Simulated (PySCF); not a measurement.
2-methoxybut-1-en-3-yne (C5H6O), SMILES COC(=C)C#C.

The structure is a stationary point at B3LYP-D3(BJ)/def2-SVP. The values are those of a single conformer.

Two levels are set side by side: PBE/def2-TZVP (PySCF) and ωB97X/def2-TZVP (PySCF). Same geometry, gas phase. Differences are taken from unrounded values.

```tsv
quantity	ωB97X
orbital gap (eV)	10.03
highest occupied level (eV)	-8.69
lowest empty level (eV)	1.34
dipole moment (D)	1.59
mean polarisability (bohr³)	64.4
```

### Question
What does PBE give, and how far is it from ωB97X? (An estimate is asked for; the answer gives what the named calculation found.)

### Answer

```csv
quantity,PBE,PBE minus ωB97X
orbital gap (eV),3.69,-6.35
highest occupied level (eV),-5.35,3.35
lowest empty level (eV),-1.66,-3.00
dipole moment (D),1.48,-0.11
mean polarisability (bohr³),67.0,2.6
```

Without exact exchange PBE keeps part of each electron's self-repulsion, which lifts occupied levels and narrows the gap. PBE's more diffuse valence density responds more strongly to a field. Differences between two approximate levels are no errors against the true value.

Rough cost on one machine, each run with all the roots and properties that it gave: ωB97X against PBE within a factor of 2.
